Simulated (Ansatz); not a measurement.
Ideal-gas functions of `S[CH2][GeH2][Cl]` at 500 K and 1 bar, from an Ansatz frequency run at PBE0-D4/def2-TZVP.

Molar mass 157.18 g/mol, point group C1 (symmetry number 1), electronic degeneracy 1, moments of inertia 132.736, 300.541, 405.94 u Å². Harmonic wavenumbers (cm⁻¹, unscaled): 76, 134, 202, 254, 415, 466, 583, 629, 700, 767, 785, 857, 930, 1140, 1176, 1420, 2153, 2183, 2695, 3076, 3136.

Use S(trans) = R[1.5 ln M + 2.5 ln T − 1.1517]; rotational temperatures θ = 24.2544 K / I; S(rot) = R[ln(√π/σ · √(T³/θAθBθC)) + 1.5]; for each mode x = 1.438777 ν̃/T, S = R[x/(eˣ − 1) − ln(1 − e⁻ˣ)] and H = RT x/(eˣ − 1); 1 cm⁻¹ = 0.0119627 kJ/mol; R = 8.31446 J/(mol·K).

Q: By hand: the entropy, in J/(mol·K).

A: Translation 182.7. Rotation: θ = 0.1827, 0.0807, 0.0597 K, giving 124.0. Vibration, mode by mode: 20.97, 16.29, 12.94, 11.10, 7.32, 6.47, 4.92, 4.43, 3.77, 3.24, 3.11, 2.64, 2.24, 1.38, 1.27, 0.72, 0.12, 0.11, 0.03, 0.01, 0.01, in all 103.1. Electronic 0.0. Sum 409.8 J/(mol·K).

Q: By hand: H − E and G − E in kJ/mol, counted from the electronic energy.

A: Zero-point energy ½ × 23777 × 0.0119627 = 142.2; thermal vibration 27.0; translation, rotation and pV give 4 RT = 16.6. H − E = 185.8 kJ/mol, and G − E = 185.8 − 500 × 409.8/1000 = -19.1 kJ/mol.

Vibration gives 25 % of the entropy, 37.3 J/(mol·K) of it from the modes under 150 cm⁻¹: soft modes count most, and the harmonic formula is weakest for them. The sum counts one conformer and one mirror image; others add a mixing term.
